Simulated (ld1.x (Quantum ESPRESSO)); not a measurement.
**How hard is this niobium (Nb) TM potential?**

niobium (Nb), norm-conserving Troullier–Martins (Kleinman–Bylander form), made with ld1.x (Quantum ESPRESSO) 7.5 (PBEsol, scalar-relativistic). Core [Ar] 3d10 4s2, reference 4p6 4d4 5s0 5p0 (charge +1). Waves: 5s (bound, empty): rc 3.20 bohr; 4p (bound): rc 1.80 bohr; 4f channel at 0.4 Ry: rc 3.25 bohr; 4d (bound): rc 1.45 bohr. Local part: the d channel. Core correction: none.

The pseudo-atom Hamiltonian at the reference potential is diagonalised in spherical Bessel functions j_l(qr) that vanish at 20 bohr, with q² up to the cutoff. All-electron valence levels (Ry): 5s -0.6901, 4p -3.0082, 5p -0.4160, 4d -0.6839.

Q: How do the lowest levels (Ry) of each channel move with the cutoff, and are there ghosts?

A:

| cutoff (Ry) | s #1 | s #2 | p #1 | p #2 | p #3 | f #1 | d #1 | d #2 | Σ f·Δε (mRy) |
| --- | --- | --- | --- | --- | --- | --- | --- | --- | --- |
| 8 | -4.1164 | -0.6879 | -2.5591 | -0.3680 | -0.1207 | -0.0593 | -0.4175 | -0.1198 | 3760.6 |
| 12 | -5.5146 | -0.6899 | -2.8926 | -0.4018 | -0.1297 | -0.0594 | -0.5224 | -0.1332 | 1339.6 |
| 18 | -6.2129 | -0.6901 | -2.9997 | -0.4157 | -0.1333 | -0.0594 | -0.6194 | -0.1428 | 309.2 |
| 25 | -6.3884 | -0.6901 | -3.0057 | -0.4171 | -0.1337 | -0.0594 | -0.6589 | -0.1463 | 115.0 |
| 35 | -6.4558 | -0.6901 | -3.0072 | -0.4172 | -0.1337 | -0.0594 | -0.6794 | -0.1480 | 24.0 |
| 45 | -6.4619 | -0.6901 | -3.0082 | -0.4172 | -0.1337 | -0.0594 | -0.6830 | -0.1483 | 4.0 |
| 55 | -6.4621 | -0.6901 | -3.0082 | -0.4172 | -0.1337 | -0.0594 | -0.6837 | -0.1484 | 0.8 |
| 70 | -6.4623 | -0.6901 | -3.0082 | -0.4172 | -0.1337 | -0.0594 | -0.6838 | -0.1484 | 0.1 |
| 400 | -6.4627 | -0.6901 | -3.0082 | -0.4172 | -0.1337 | -0.0594 | -0.6839 | -0.1484 | 0.0 |

Result: ghost state, extra bound levels that the all-electron valence spectrum of the same l lacks: s at -87.9 eV (a true bound ghost makes a file unfit for plane-wave use); 10 mRy is reached at 40 Ry and 1 mRy at 55 Ry.
